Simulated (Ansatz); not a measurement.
`N[SiH2][SiH2][GaH][F]`, charge 0, multiplicity 1.

(1) Give a relaxed structure at PBE0-D4/def2-TZVP (the Gaussian-basis code of Ansatz). (Estimate.)

## Answers

(1) Computed: 
Z-matrix (Å, degrees):
```
N
Ga 1 2.169
Si 1 1.815 2 99.5
H 1 1.013 2 119.2 3 127.2
H 1 1.017 2 98.6 3 -116.9
F 2 1.793 1 91.5 3 120.2
Si 2 2.435 1 84.1 3 10.1
H 2 1.566 1 109.6 3 -121.8
H 3 1.488 1 109.2 2 -138.8
H 3 1.488 1 103.6 2 105.5
H 7 1.487 2 118.0 1 102.3
H 7 1.488 2 121.9 1 -116.4
```
This is one stationary point; other conformers may exist.
